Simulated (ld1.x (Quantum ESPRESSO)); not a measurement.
## Scattering properties, TM potential for arsenic

- Element: As
- Generator: ld1.x (Quantum ESPRESSO) 7.5
- Type: norm-conserving Troullier–Martins (Kleinman–Bylander form)
- Functional: LDA (PZ)
- Relativity: scalar-relativistic
- Frozen core: [Ar] 3d10
- Valence charge: 5
- Reference configuration: 4s1.5 4p3.5
- Partial waves: 4p (bound): rc 2.00 bohr; 4d channel at 0.25 Ry: rc 1.80 bohr; 4s (bound): rc 1.30 bohr
- Local potential: the s channel
- Core correction: none

The phase is arctan(r·u′/u) with u = r·R(r), unwrapped; energies in Ry, scanned from -3 to 5 Ry. A pole is an energy at which the radial function vanishes at the test radius. The pseudo phase is shifted by a multiple of π to meet the all-electron one at the reference energy, and phase errors are pseudo minus all-electron; the curves can meet again beyond the range given. Levels narrower than the energy grid can be missing from the lists of poles.

```csv
channel,radius (bohr),reference energy (Ry),"poles, all-electron","poles, pseudo",unbroken range about the reference energy with phases within 0.05 rad,phase error 1 Ry above the reference energy (rad)
s,2.19,-1.11,0.53,0.49,below 2.7,-0.003
p,2.19,-0.42,1.95,2.04,below 4.4,+0.003
d,2.19,0.25,4.42,4.44,above -2.8,-0.021
```

Note: ghost states, extra bound levels that the all-electron valence spectrum of the same l lacks: p at -1336.6 eV, d at -167.1 eV. A true bound ghost makes a file unfit for plane-wave use.

Phases in the p channel:

| E (Ry) | all-electron | pseudo |
| --- | --- | --- |
| -3.00 | 1.242 | 1.243 |
| -2.76 | 1.220 | 1.221 |
| -2.52 | 1.193 | 1.194 |
| -2.28 | 1.160 | 1.161 |
| -2.04 | 1.119 | 1.120 |
| -1.80 | 1.064 | 1.065 |
| -1.56 | 0.988 | 0.990 |
| -1.32 | 0.880 | 0.882 |
| -1.08 | 0.716 | 0.717 |
| -0.84 | 0.454 | 0.455 |
| -0.60 | 0.054 | 0.054 |
| -0.36 | -0.421 | -0.421 |
| -0.12 | -0.805 | -0.804 |
| 0.12 | -1.054 | -1.052 |
| 0.36 | -1.211 | -1.208 |
| 0.60 | -1.315 | -1.312 |
| 0.84 | -1.390 | -1.386 |
| 1.08 | -1.445 | -1.440 |
| 1.32 | -1.489 | -1.483 |
| 1.56 | -1.524 | -1.517 |
| 1.80 | -1.554 | -1.546 |
| 2.04 | -1.580 | -1.571 |
| 2.28 | -1.603 | -1.593 |
| 2.52 | -1.625 | -1.613 |
| 2.76 | -1.645 | -1.631 |
| 3.00 | -1.665 | -1.648 |
| 3.24 | -1.685 | -1.665 |
| 3.48 | -1.705 | -1.681 |
| 3.72 | -1.726 | -1.697 |
| 3.96 | -1.748 | -1.714 |
| 4.20 | -1.772 | -1.731 |
| 4.44 | -1.800 | -1.749 |
| 4.68 | -1.831 | -1.768 |
| 4.92 | -1.869 | -1.789 |
